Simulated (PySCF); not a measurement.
## RbN: from constants to spectrum

ROHF-CCSD constants of RbN, ³Σ⁻ (triplet), unpaired electrons π ↑↑ (basis Rb def2-SVP with ECP28, N def2-SVP; scalar-relativistic core potentials; PySCF 2.14; masses 84.9118 and 14.0031 u):

```
ωe              : 201.2 cm⁻¹
ωexe            : 8.41 cm⁻¹
Be              : 0.17638 cm⁻¹
αe              : 0.00478 cm⁻¹
D (centrifugal) : 5.42e-07 cm⁻¹
De to Rb + N    : 0.035 eV
```

Problem. Give the vibrational terms G(v) and spacings up to v = 2.

Solution. G(v) = ωe(v+½) − ωexe(v+½)².

```
v  G(v) (cm⁻¹)  G(v) − G(v−1)  Bv (cm⁻¹)
0           98                    0.1740
1          283            184     0.1692
2          450            168     0.1644
```

Correlated steps freeze 1 core orbital. The bond is weak. Basis-set superposition, not corrected here, can be much of De in a small basis, most of all at correlated wavefunction levels. Spin–orbit coupling is left out. The CCSD T1 diagnostic is raised, a sign that a single reference may not be enough here. The state is the lowest determinant that a PBE0 search found; another state may lie lower at other levels.
